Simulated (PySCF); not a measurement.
## From computed data to an observable: dipole moment from atomic charges

Te(OH)(OMe) (CH4O2Te), SMILES [Te](O)OC. Atoms are numbered in the order given.

```xyz
8

Te    -0.1800    -0.0050     0.5472
O     -1.5104     0.9431    -0.6148
H     -1.3277     1.8931    -0.5471
O      1.3715    -0.0277    -0.7148
C      1.3100    -0.9174    -1.8164
H      0.4915    -0.6565    -2.5106
H      2.2671    -0.8260    -2.3561
H      1.1801    -1.9708    -1.5059
```
Charge 0, spin multiplicity 1.

Geometry optimised at B3LYP-D3(BJ)/def2-SVP. The def2 effective core potentials stand for the cores of Te; spin–orbit coupling is left out. The values are those of a single conformer.

Charges (e) from PySCF with r2SCAN/def2-TZVP:

```json
[
 {"atom": "Te1", "ESP fit": "0.238", "Mulliken": "0.450"},
 {"atom": "O2", "ESP fit": "-0.486", "Mulliken": "-0.565"},
 {"atom": "H3", "ESP fit": "0.367", "Mulliken": "0.332"},
 {"atom": "O4", "ESP fit": "-0.312", "Mulliken": "-0.433"},
 {"atom": "C5", "ESP fit": "0.022", "Mulliken": "-0.114"},
 {"atom": "H6", "ESP fit": "0.053", "Mulliken": "0.117"},
 {"atom": "H7", "ESP fit": "0.073", "Mulliken": "0.113"},
 {"atom": "H8", "ESP fit": "0.044", "Mulliken": "0.100"}
]
```

The dipole moment of the full density is 0.42 D.

**Question.** What dipole moment does each set of point charges give, and which comes closer to that of the density?

**Answer.** 
μ = Σ q r, and 1 e Å = 4.8032 D.
ESP fit: Σ q r = (0.048, 0.042, 0.040) e Å, |μ| = 0.36 D.
Mulliken: Σ q r = (0.020, -0.157, 0.218) e Å, |μ| = 1.29 D.
ESP fit comes closer in size. Point charges leave out the atoms' own dipoles (lone pairs, polarised bonds); fits to the potential absorb them, partitions of the density don't.
